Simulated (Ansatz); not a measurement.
`C[Si](C)F` radical, relaxed with UKS PBE-D4/def2-SVP in the Gaussian-basis code of Ansatz from a rough embedded geometry. The force threshold is 0.03 eV/Å; the program also tests the step.

The species carries charge 0 and has multiplicity 2.

Start:

```xyz
10

C     0.368   -1.345   -0.542
Si    0.581    0.428   -0.492
C    -0.723    1.235    0.486
F     1.933    0.802    0.143
H     1.204   -1.864   -1.140
H     0.417   -1.850    0.458
H    -0.584   -1.686   -1.008
H    -1.773    1.052    0.032
H    -0.790    0.892    1.549
H    -0.633    2.338    0.514
```

(1) By how much does the energy fall, and how many steps does the optimiser take? (Best estimate.)

(2) Which bonds change most? (Estimate.)

(3) Give the relaxed structure. (Best estimate.)

Results:

(1) Computed: 0.48 eV, in 4 steps.

(2) The calculation gave: Si2–F4 from 1.540 to 1.657 Å; C1–Si2 from 1.787 to 1.890 Å; Si2–C3 from 1.820 to 1.890 Å; C3–H8 from 1.159 to 1.109 Å.

(3) Ansatz gave: 
```xyz
10

C     0.384   -1.418   -0.563
Si    0.569    0.462   -0.548
C    -0.787    1.271    0.491
F     2.021    0.814    0.168
H     1.199   -1.907   -1.131
H     0.404   -1.808    0.479
H    -0.583   -1.706   -1.025
H    -1.784    1.066    0.051
H    -0.768    0.858    1.523
H    -0.655    2.369    0.555
```
